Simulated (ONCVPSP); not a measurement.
# An all-electron radial function and its pseudo partner (S)

Columns: radius, all-electron u(r) and pseudo u(r) of the 2p shell (level -156.51 eV) of sulfur in the configuration [He] 2s2 2p6 3s2 3p4; PBE, scalar-relativistic, ONCV scheme, ONCVPSP 4.0.1.

| r (bohr) | all-electron | pseudo |
| --- | --- | --- |
| 0.042 | 0.1671 | 0.0577 |
| 0.085 | 0.4919 | 0.2247 |
| 0.128 | 0.8170 | 0.4725 |
| 0.170 | 1.0768 | 0.7534 |
| 0.212 | 1.2641 | 1.0311 |
| 0.255 | 1.3835 | 1.2741 |
| 0.298 | 1.4402 | 1.4484 |
| 0.340 | 1.4476 | 1.5411 |
| 0.382 | 1.4188 | 1.5588 |
| 0.425 | 1.3630 | 1.5131 |
| 0.467 | 1.2911 | 1.4248 |
| 0.510 | 1.2067 | 1.3095 |
| 0.552 | 1.1185 | 1.1886 |
| 0.595 | 1.0265 | 1.0678 |
| 0.638 | 0.9356 | 0.9564 |
| 0.680 | 0.8497 | 0.8585 |
| 0.722 | 0.7681 | 0.7708 |
| 0.765 | 0.6897 | 0.6901 |
| 0.807 | 0.6186 | 0.6185 |
| 0.850 | 0.5516 | 0.5514 |
| 0.892 | 0.4918 | 0.4917 |
| 0.935 | 0.4364 | 0.4363 |
| 0.977 | 0.3875 | 0.3874 |
| 1.020 | 0.3426 | 0.3425 |
| 1.062 | 0.3033 | 0.3032 |
| 1.105 | 0.2673 | 0.2673 |

**Question.** How many radial nodes do the two functions have?

**Answer.** The all-electron 2p function has n − l − 1 = 0; the pseudo-wave has 0.

**Question.** At about which radius was the pseudo-wave matched?

**Answer.** 0.85 bohr. The columns agree to 0.0005 from 0.77 bohr on; several derivatives are matched, so the curves merge somewhat inside the radius.

**Question.** Where does each function peak?

**Answer.** Outermost all-electron maximum near 0.34 bohr, pseudo maximum near 0.38 bohr (to the table’s step).

**Question.** Is the pseudo-wave norm-conserving?

**Answer.** Yes: the ONCV scheme keeps the norm inside the radius equal to the all-electron one, which fixes the energy derivative of the logarithmic derivative at the level.
